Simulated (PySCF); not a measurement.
Cl₃Sb, charge -1, multiplicity 2. Atoms are numbered in the order given.

```xyz
4

Sb     0.0000     0.0000    -0.3642
Cl     0.0000     0.0000     2.0822
Cl     0.0000    -2.6261    -0.4947
Cl     0.0000     2.6261    -0.4947
```
Charge -1, spin multiplicity 2.

Geometry optimised at r2SCAN-D4/def2-SVPD. The spin state was assumed, not searched. The isomer is the one that the SMILES or the coordinates give; other isomers of the formula were not compared. The def2 effective core potentials stand for the cores of Sb; spin–orbit coupling is left out.

Calculation: PySCF with ωB97X/def2-TZVPD.

Mulliken values depend strongly on the basis, most of all with diffuse functions as here. ESP charges are fitted to the potential on shells at 1.4 to 2.0 van der Waals radii. Atomic charges (e):

```tsv
atom	ESP fit	Mulliken	Mulliken spin
Sb1	[?]	0.64	0.89
Cl2	[?]	-0.41	0.04
Cl3	[?]	-0.61	0.04
Cl4	[?]	-0.61	0.04
```

Some entries are withheld; supply them. (The exact figures need the calculation; the answer reports its results.)


- Sb1, ESP fit: 0.43
- Cl2, ESP fit: -0.31
- Cl3, ESP fit: -0.56
- Cl4, ESP fit: -0.56
